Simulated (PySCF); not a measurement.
Assigning NMR signals

Geometry:
```tsv
atom	x (Å)	y (Å)	z (Å)
F1	0.680	2.246	0.373
C2	1.173	0.995	0.393
F3	2.327	1.041	-0.303
F4	1.521	0.739	1.667
C5	0.220	0.005	-0.142
C6	-0.940	0.154	-1.083
C7	-1.151	-0.400	0.288
C8	-0.057	-1.417	0.252
H9	-0.985	-0.512	-1.937
H10	-1.299	1.155	-1.282
H11	-1.781	-0.076	1.087
H12	-0.056	-2.167	-0.530
H13	0.342	-1.762	1.197
```

[PySCF 2.14.0 with density-fitted response routines: PBE0/pcSseg-1 with gauge-including orbitals; GFN2-xTB geometry; one conformer; gas phase; no relativistic terms; fast rotation and ring inversion assumed for equivalent nuclei]

Scale: ¹³C, ¹H against TMS (reference shieldings calculated alike).

(1) Assign these signals to the numbered atoms. ¹³C{¹H} NMR (computed): δ 137.1, 34.2, 9.5, 9.1.

(2) Assign these signals to the numbered atoms. ¹H NMR (500 MHz, computed): δ 2.19 (m, 1H), 1.82 (m, 2H), 0.79 (m, 2H).

Answers

(1) 
| δ (ppm) | atoms | environment | reason |
| --- | --- | --- | --- |
| 137.1 | C2 | CF3 carbon | 3 electronegative neighbours deshield it |
| 34.2 | C6/C8 | three-membered-ring carbon | aliphatic region, no heteroatom directly attached |
| 9.5 | C5 | three-membered-ring carbon | – |
| 9.1 | C7 | three-membered-ring carbon | – |

C5 and C7 lie closer than the usual error of such a calculation, so a measured spectrum could show them in the other order.

(2) 
| δ (ppm) | atoms | environment | reason |
| --- | --- | --- | --- |
| 2.19 | H11 | hydrogen on a three-membered-ring carbon | – |
| 1.82 | H10/H13 | hydrogen on a three-membered-ring carbon | far from electronegative atoms and π systems |
| 0.79 | H9/H12 | hydrogen on a three-membered-ring carbon | – |

Splittings by ¹⁹F in the carbon and heteronuclear signals aren't shown, as no couplings were computed. Shifts are as computed. Against solution values, carbons near 30 ppm lie about +3 ppm off and those near 130 ppm about +5 ppm. Of 1211 compounds with measured shifts, 218 miss one by over three times the rms of a fit or turn the order of signals round; such compounds aren't used in these exercises. Multiplicities follow the n + 1 count of equivalent neighbours, as no J values were calculated; m marks all less simple cases, F and P coupling included.
